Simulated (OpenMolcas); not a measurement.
## Co2+, Rh2+, Ir2+: d⁷ down the group

```yaml
Program: OpenMolcas
Method: MS-CASPT2, IPEA 0.25 Eh, imaginary shift 0.1 Eh
Basis: ANO-R2
Scalar_Hamiltonian: X2C, finite nucleus
Spin-orbit_coupling: RASSI with atomic mean-field integrals over the reference wave functions, term energies averaged over their components
```

Active space for each ion: 7 electrons in 6 orbitals (d s); closed shells correlated by CASPT2: Co2+ 3s 3p; Rh2+ 4s 4p; Ir2+ 5s 5p.

Computed levels in cm-1 above ⁴F_9/2:

```csv
Level,Co2+,Rh2+,Ir2+
⁴F_7/2,894,2220,7990
⁴P_5/2,15300,11070,12140
⁴P_1/2,15980,12560,15660
²G_9/2,16730,13310,16410
²G_7/2,17580,15430,20920
²P_1/2,20220,18330,27630
²D_5/2(1),22770,18570,23890
²H_11/2,22950,18190,22220
²H_9/2,23710,20370,30100
weight of ⁴F in the lowest level (%),100,98,85
```

Mixed levels, with the weight of the term that names them: Ir2+ ⁴P_5/2 (60 %), Ir2+ ²G_9/2 (59 %), Ir2+ ²G_7/2 (71 %), Ir2+ ²P_1/2 (71 %), Ir2+ ²D_5/2(1) (72 %), Ir2+ ²H_9/2 (74 %).

Measured, with the error of the calculation in %. Measured levels: Co2+ from Sugar and Corliss, J. Phys. Chem. Ref. Data 10, 1097 (1981); Rh2+ from the list in Shadmi, J. Res. Natl. Bur. Stand. 70A, 435 (1966).

```json
{"Level": "⁴F_7/2", "Co2+": "841 (+6.3)", "Rh2+": "2148 (+3.3)"}
{"Level": "⁴P_5/2", "Co2+": "15202 (+0.7)", "Rh2+": "11062 (+0.1)"}
{"Level": "⁴P_1/2", "Co2+": "15811 (+1.1)", "Rh2+": ""}
{"Level": "²G_9/2", "Co2+": "16978 (-1.4)", "Rh2+": ""}
{"Level": "²G_7/2", "Co2+": "17766 (-1.0)", "Rh2+": ""}
{"Level": "²D_5/2(1)", "Co2+": "23059 (-1.3)", "Rh2+": ""}
{"Level": "²H_11/2", "Co2+": "22720 (+1.0)", "Rh2+": ""}
{"Level": "²H_9/2", "Co2+": "23434 (+1.2)", "Rh2+": ""}
```

The fine-structure level ⁴F_7/2 changes by a factor of 8.94 from Co2+ to Ir2+.

Without spin-orbit coupling ⁴P lies 14720, 9650, 6140 cm-1 above ⁴F in that order; the difference to the level ⁴P_5/2, of either sign, comes from spin-orbit coupling, which also lowers the zero.

Term energies are means over components that CASPT2 splits; among the terms shown or strongly mixed into the levels shown the widest spread is 2200 cm-1 (3d⁷ ⁴F, Co2+). Blocks of more than 70 roots (2S+1 = 2 even) ran without multistate coupling. Terms from blocks run as CI alone lack orbitals of their own. The CASPT2 spread within a term exceeds the gap to the next term for 3d⁷ ²D(1) and 3d⁷ ²H, so the order of their levels is uncertain (figures for Co2+; the like holds for Rh2+). Some high roots are left out of the spin-orbit mixing, which shifts the levels that they would mix with (holds for Ir2+). Configurations are named by rounded mean occupations; where the s occupation lies near a half they are strongly mixed, a name can repeat and a true partner stay unpaired (holds for Ir2+). Computed and measured levels are paired by configuration, term and J; levels that our copy of the source lacks, or whose pairing is in doubt (as where it misses far off the trend of its configuration), stay unpaired and out of the deviations. Levels of configurations outside the active space are missing.

A number in round brackets counts repeated terms of one configuration in the order of the reference energies.
